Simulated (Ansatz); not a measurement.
Reaction (redistribution): `Cl[SiH2]O[SiH2]Cl` + `C=CN(C)[SiH3]` → `C=CN([SiH3])[SiH2]Cl` + `CO[SiH2]Cl`

Calculated with Ansatz (gas phase, PBE0-D4/def2-TZVP geometries, no zero-point term in ΔE). CBS: MP2 limit from def2 TZ/QZ plus the TZ coupled-cluster correction, frozen cores. DFT in def2-TZVPP. B3LYP here is the variant with VWN-RPA as its local correlation; programs differ in this. Each species was taken in one conformer, which may not be the lowest.

```tsv
level	ΔE (kJ/mol)	difference from CCSD(T)/CBS
PBE-D4	88.5	-6.0
r2SCAN-D4	95.7	1.2
PBE0-D4	91.9	-2.6
B3LYP-D4	94.6	0.1
ωB97X-V	92.4	-2.1
ωB97M-V	91.8	-2.7
B2PLYP	98.1	3.6
PBE	91.2	-3.3
r2SCAN	96.3	1.8
PBE0	94.2	-0.3
B3LYP	99.1	4.6
HF/def2-TZVPP	105.5	11.0
MP2/def2-TZVPP	96.5	2.0
SCS-MP2/def2-TZVPP	96.2	1.7
CCSD/def2-TZVPP	95.6	1.1
CCSD(T)/def2-TZVPP	93.3	-1.2
HF/def2-QZVPP	106.8	12.3
MP2/def2-QZVPP	97.7	3.2
SCS-MP2/def2-QZVPP	97.5	3.0
HF/CBS(def2)	107.0	12.5
MP2/CBS(def2)	97.8	3.3
CCSD/CBS(def2)	96.8	2.3
CCSD(T)/CBS	94.5	0
```

Largest T1 diagnostic among the species: 0.012.

In def2-TZVPP, CCSD(T) changes the Hartree–Fock value by −12.2 kJ/mol (the triples alone add −2.3 kJ/mol) and MP2 by −8.9 kJ/mol. The D4 term adds −4.5 kJ/mol with B3LYP and −2.3 kJ/mol with PBE0; it sums over pairs of atoms, weighted by their polarisabilities, and B3LYP, whose exchange is more repulsive, gets the larger term.
